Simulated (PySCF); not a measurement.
H₅OSi₂, SMILES [SiH2]O[SiH3] (connectivity only; charge and spin as stated), charge +1, multiplicity 1.

Geometry optimised at PBE-D3(BJ)/def2-TZVP. The spin state was assumed, not searched. The isomer is the one that the SMILES or the coordinates give; other isomers of the formula were not compared.

All values below come from TDDFT-LC-ωPBE/def2-SVPD in PySCF 2.14.0.

Vertical excitations. The molecule is in vacuum.

Computed UV-visible absorptions:
```
state  energy (eV)  λ (nm)      f                                              main pairs
-----  -----------  ------  -----  ------------------------------------------------------
S1            5.48     226  0.000                        HOMO→LUMO 51 %, HOMO−2→LUMO 47 %
S2            6.88     180  0.130                                        HOMO−1→LUMO 89 %
S3            7.22     172  0.000      HOMO−2→LUMO 42 %, HOMO→LUMO 35 %, HOMO−5→LUMO 21 %
S4            7.93     156  0.000                      HOMO→LUMO+1 71 %, HOMO→LUMO+4 11 %
S5            8.15     152  0.001                  HOMO−1→LUMO+1 67 %, HOMO−1→LUMO+4 18 %
S6            8.59     144  0.001                        HOMO−5→LUMO 76 %, HOMO→LUMO 12 %
S7            8.85     140  0.036                                        HOMO−3→LUMO 84 %
S8            9.05     137  0.025                      HOMO−4→LUMO 66 %, HOMO−6→LUMO 14 %
S9            9.05     137  0.038  HOMO−2→LUMO+1 45 %, HOMO→LUMO+4 21 %, HOMO−4→LUMO 11 %
S10           9.64     129  0.150                    HOMO→LUMO+2 61 %, HOMO−2→LUMO+2 25 %
T1            5.04     246      0                        HOMO−2→LUMO 58 %, HOMO→LUMO 39 %
T2            5.86     212      0                      HOMO−1→LUMO 59 %, HOMO−3→LUMO 38 %
T3            6.79     183      0      HOMO→LUMO 39 %, HOMO−5→LUMO 37 %, HOMO−2→LUMO 21 %
T4            7.30     170      0                      HOMO→LUMO+1 63 %, HOMO→LUMO+4 14 %
```
Triplets are in the Tamm–Dancoff approximation, which puts them higher than full response would, so one can lie above its singlet here.
